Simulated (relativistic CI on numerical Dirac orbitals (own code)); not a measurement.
## Ligand-field terms of d4

Computed with a parametric ligand-field model of a d^n configuration (Racah B and C, spin-orbit zeta, crystal field), exact diagonalisation.

Field parameters in Wybourne normalisation: D3d B²₀ = −7Dσ, B⁴₀ = −14Dq − 21Dτ, B⁴₃ = −14√(10/7) Dq; D4h B²₀ = −7Ds, B⁴₀ = 21(Dq − Dt), B⁴₄ = 21√(5/14) Dq; Oh B⁴₀ = 21Dq, B⁴₄ = √(5/14) B⁴₀; Td as Oh with Dq negative (B⁴₀ = 21Dq, B⁴₄ = √(5/14) B⁴₀). The field is a parameter set, without covalency.

Task: Ground term and bands for B = 740, C = 3040, ζ = 0 cm⁻¹, D4h, 10Dq = 17050, Ds = -1500, Dt = -90 cm⁻¹?

Result: Ground term 5A1 with 1.00 electrons in the two orbitals of the cubic e set. Spin-allowed: 5B1 6450 cm⁻¹ (1550 nm), 5E 19450 cm⁻¹ (514 nm), 5B2 23500 cm⁻¹ (426 nm). Lowest spin-forbidden: 3A2 1468 cm⁻¹, 3E 5235 cm⁻¹ (1910 nm), 1B2 10232 cm⁻¹ (977 nm).

Task: Ground term and bands for B = 720, C = 3610, ζ = 0 cm⁻¹, Oh, 10Dq = 3250 cm⁻¹?

Result: Ground term 5E with 1.00 electrons in the two orbitals of the cubic e set. Spin-allowed: 5T2 3250 cm⁻¹ (3077 nm). Lowest spin-forbidden: 3T1 15999 cm⁻¹ (625 nm), 3E 17718 cm⁻¹ (564 nm), 3T2 19005 cm⁻¹ (526 nm).

Task: Ground term and bands for B = 1000, C = 3880, ζ = 0 cm⁻¹, D3d, 10Dq = 24850, Dσ = -610, Dτ = 320 cm⁻¹?

Result: Ground term 3A2 with 0.05 electrons in the two orbitals of the cubic e set. Spin-allowed: 3E 849 cm⁻¹, 3E 23400 cm⁻¹ (427 nm), 3E 24256 cm⁻¹ (412 nm), 3A2 24665 cm⁻¹ (405 nm). Lowest spin-forbidden: 5E 2878 cm⁻¹, 1E 11086 cm⁻¹ (902 nm), 1A1 12442 cm⁻¹ (804 nm).

Task: Ground term and bands for B = 670, C = 2880, ζ = 0 cm⁻¹, Td, 10Dq = -1450 cm⁻¹?

Result: Ground term 5T2 with 2.00 electrons in the two orbitals of the cubic e set. Spin-allowed: 5E 1450 cm⁻¹. Lowest spin-forbidden: 3T1 13656 cm⁻¹ (732 nm), 3T2 14183 cm⁻¹ (705 nm), 3T1 14866 cm⁻¹ (673 nm).

Task: Ground term and bands for B = 990, C = 4760, ζ = 0 cm⁻¹, D4h, 10Dq = 29750, Ds = -680, Dt = -10 cm⁻¹?

Result: Ground term 3A2 with 0.03 electrons in the two orbitals of the cubic e set. Spin-allowed: 3E 1888 cm⁻¹, 3A1 25970 cm⁻¹ (385 nm), 3E 27656 cm⁻¹ (362 nm), 3B1 27682 cm⁻¹ (361 nm). Lowest spin-forbidden: 5A1 1592 cm⁻¹, 5B1 4362 cm⁻¹ (2293 nm), 1B2 13251 cm⁻¹ (755 nm).
